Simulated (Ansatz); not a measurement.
Born–Oppenheimer molecular dynamics of CH5ClGe (8 atoms, charge 0, multiplicity 1). It starts from a relaxed structure.

Method: Ansatz, RKS PBE/def2-SVP.

* ensemble: NVT, Langevin thermostat
* time step: 0.5 fs
* steps asked: 100
* set temperature: 500 K
* friction: 0.02 /fs
* seed: 561824

First frame:

```xyz
8
Properties=species:S:1:pos:R:3
Ge 0.023 0.013 -0.032
Cl -0.289 -0.169 2.128
H 1.556 0.118 -0.252
C -0.924 1.610 -0.651
H -2.007 1.512 -0.446
H -0.537 2.506 -0.128
H -0.772 1.735 -1.742
H -0.535 -1.286 -0.671
```

Question: How far do the bonds stretch over the last three quarters of this one trajectory? (Pairs bonded in most of those frames.)

Answer: 
```tsv
bond	mean (Å)	spread (Å)	shortest	longest
Ge1–Cl2	2.180	0.012	2.16	2.20
Ge1–H3	1.553	0.040	1.47	1.61
Ge1–C4	1.944	0.024	1.90	1.98
Ge1–H8	1.556	0.028	1.51	1.60
C4–H5	1.111	0.054	1.03	1.20
C4–H6	1.119	0.055	1.03	1.22
C4–H7	1.108	0.039	1.05	1.17
```

Mean temperature of the second half: 408 K. The mean temperature of the second half is 18 % below the set value. A run of 0.05 ps of so small a system gives no equilibrium averages.

Time of the run: 6.5 min on 1 thread of Arm Neoverse N1, with other jobs on the host, peak memory 0.12 GiB.
